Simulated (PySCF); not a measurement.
Input of a response calculation (the driver script's job line, then coordinates in Å):

```
{"job": {"kind": "uv", "xc": "PBE0", "basis": "def2-SVPD", "ip": false, "nstates": 10}, "charge": 0, "multiplicity": 1}
As     0.982972    -0.881211     1.452626
S     -1.223985    -1.238680     1.530941
As    -1.922746    -0.104588    -0.268034
S     -1.237016     1.884729     0.486512
As     0.971930     1.567961     0.643748
S      1.259408     1.218038    -1.546115
As     0.036468    -0.625114    -1.868872
S      1.271198    -1.906795    -0.514515
```

The program printed, after the SCF cycles:

```
converged SCF energy = -10533.2943281579

Static polarisability (au): isotropic 189.975, principal 179.487 195.179 195.261

Singlet excitations
state   eV       nm        f      main configurations
  1   3.5714    347.2   0.00245   H->L 0.97
  2   3.5798    346.3   0.00257   H->L+1 0.97
  3   3.6394    340.7   0.00212   H-1->L 0.97
  4   3.6479    339.9   0.00225   H-1->L+1 0.97
  5   4.0497    306.2   0.00000   H->L+2 0.98
  6   4.2019    295.1   0.00438   H->L+3 0.60, H-1->L+2 0.34
  7   4.2594    291.1   0.02632   H-1->L+2 0.64, H->L+3 0.31
  8   4.2863    289.3   0.00001   H-1->L+3 0.92
  9   4.4015    281.7   0.00000   H->L+4 0.38, H-2->L 0.32, H-3->L+1 0.26
 10   4.4933    275.9   0.00000   H-3->L+1 0.47, H-2->L 0.43

Triplet excitations (Tamm-Dancoff, eV): 3.2403 3.2488 3.3594 3.3675
```

Computed with PySCF 2.14.0, density-fitted response routines, TDDFT PBE0/def2-SVPD, vertical, gas phase, core orbitals frozen in the response. One conformer (not necessarily the lowest) at the PBE0-D3(BJ)/def2-SVP geometry, without solvent, vibrations or thermal averaging. Relativistic effects, spin–orbit coupling among them, are left out although an element past zinc is present.

(1) Give the mean polarisability in Å³.

(2) What transition dipole goes with state 7?

(3) What share of the summed oscillator strength falls to the strongest level in this window?

(4) What is the total energy of state 4 at this geometry?

(5) Which orbital energies lie behind H and L?

Results:

(1) 189.98 au × 0.148185 = 28.15 Å³.

(2) |μ|² = 3f / (2ΔE) = 3 × 0.0263 / (2 × 0.1565) = 0.252 au, so |μ| = 1.28 D.

(3) State 7 at 291 nm: 0.0263 of 0.0401, or 66%.

(4) -10533.29433 + 0.13406 = -10533.16027 hartree.

(5) HOMO -6.98 eV and LUMO -2.25 eV, a gap of 4.73 eV; state 1 differs from that by -1.16 eV.

H and L stand for HOMO and LUMO.

Time: 3.5 min wall (grids of density and orbitals included); peak memory 1.4 GiB. Hardware: AMD EPYC, one thread, shared host with 64 logical CPUs at a one-minute load of 58.
